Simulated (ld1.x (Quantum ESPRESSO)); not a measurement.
# Pb (Z = 82): excitation energies, all-electron against TM

Pb, norm-conserving Troullier–Martins (Kleinman–Bylander form), made with ld1.x (Quantum ESPRESSO) 7.5 (PBEsol, scalar-relativistic). Core [Xe] 4f14, reference 5d10 6s2 6p1 (charge +1). Waves: 6p (bound): rc 2.70 bohr; 5d (bound): rc 1.30 bohr; 5f channel at 0.25 Ry: rc 2.65 bohr; 6s (bound): rc 1.80 bohr. Local part: the s channel. Core correction: a·sin(br)/r model core, default radius (core density twice the valence density).

Energies are relative to the spin-unpolarised reference configuration 5d10 6s2 6p1; without spin polarisation the order of configurations can differ from experiment.

```
valence configuration  charge  ΔE all-electron (eV)  error AE − PS (meV)
         5d10 6s2 6p2       0                -6.598                 +3.1
         5d10 6s2 6p0      +2                13.447                 -9.8
         5d10 6s1 6p3       0                 2.173                 -5.7
       5d10 6s2 6p2.3    -0.3                -7.402                 +3.7
         5d10 6s1 6p2      +1                 9.578                 -5.8
```

Task: What are ΔE and the potential's error for 5d9 6s2 6p2?

Result: ΔE = 20.561 eV all-electron; the error (AE − PS) is -192 meV.

Task: What are ΔE and the potential's error for 5d10 6s1 6p0?

Result: ΔE = 45.926 eV all-electron; the error (AE − PS) is -37 meV.

Levels in the configuration 5d10 6s1 6p3:

| level | all-electron (eV) | pseudo (eV) |
| --- | --- | --- |
| 5d | -22.861 | -22.933 |
| 6s | -13.206 | -13.216 |
| 6p | -4.246 | -4.244 |
